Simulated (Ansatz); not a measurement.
# Predicting a hybrid from its neighbours: BNH3OF

BNH3OF: 7 atoms, total charge 0, spin state singlet. As SMILES, `NB(O)F`. The coordinates come from a PBE0-D4/def2-TZVP relaxation. This is one conformer, not always the lowest.

The electronic atomisation energy y, in eV, basis 6-311+G(d,p); a is the functional's share of exact exchange. Programs: Ansatz 0.2.0.

| functional | program | a | y (eV) |
| --- | --- | --- | --- |
| PBE | Ansatz | 0 | 30.91 |
| r2SCAN | Ansatz | 0 | 30.25 |
| B3LYP | Ansatz | 0.2 | ? |
| PBE0 | Ansatz | 0.25 | 30.08 |
| r2SCAN0 | Ansatz | 0.25 | 29.57 |
| BHLYP | Ansatz | 0.5 | 28.95 |

Question: Fit y = c + s·a to the known rows and predict B3LYP.

Answer: 
1. Means of the 5 rows: a = 0.2000, y = 29.952.
2. Σ(Δa)² = 0.175, Σ(Δa·Δy) = -0.5645, so the slope is -0.5645/0.175 = -3.2257.
3. Intercept: 29.952 − (-3.2257) × 0.2000 = 30.597. The largest residual of the fit is 0.35.
4. B3LYP: 30.597 + (-3.2257) × 0.2 = 29.95 eV.

The run gave 30.10 eV, so the prediction is off by -0.15 eV, within the largest residual. The rows mix families of semi-local functionals, which the line can't see.
